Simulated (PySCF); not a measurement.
In(Cl)2(Me) (CH3Cl2In), SMILES [CH3][In]([Cl])[Cl].

Geometry: B3LYP-D3(BJ)/def2-SVP. The structure was generated by enumeration; whether it is a known compound was not checked. The def2 effective core potentials stand for the cores of In; spin–orbit coupling is left out.

Two levels are set side by side: PBE/def2-TZVP (PySCF) and r2SCAN/def2-TZVP (PySCF). Same geometry, gas phase. Differences are taken from unrounded values.

```csv
quantity,r2SCAN
orbital gap (eV),5.00
highest occupied level (eV),-7.56
lowest empty level (eV),-2.56
dipole moment (D),3.93
mean polarisability (bohr³),74.1
```

Question: What does PBE give, and how far is it from r2SCAN? (Estimate from the structure and the level; the computed values follow.)

Answer: 
```json
[
 {"quantity": "orbital gap (eV)", "PBE": "4.46", "PBE minus r2SCAN": "-0.54"},
 {"quantity": "highest occupied level (eV)", "PBE": "-7.24", "PBE minus r2SCAN": "0.32"},
 {"quantity": "lowest empty level (eV)", "PBE": "-2.78", "PBE minus r2SCAN": "-0.22"},
 {"quantity": "dipole moment (D)", "PBE": "3.80", "PBE minus r2SCAN": "-0.14"},
 {"quantity": "mean polarisability (bohr³)", "PBE": "76.4", "PBE minus r2SCAN": "2.3"}
]
```

Rough cost on one machine, each run with all the roots and properties that it gave: r2SCAN against PBE about 3 times.
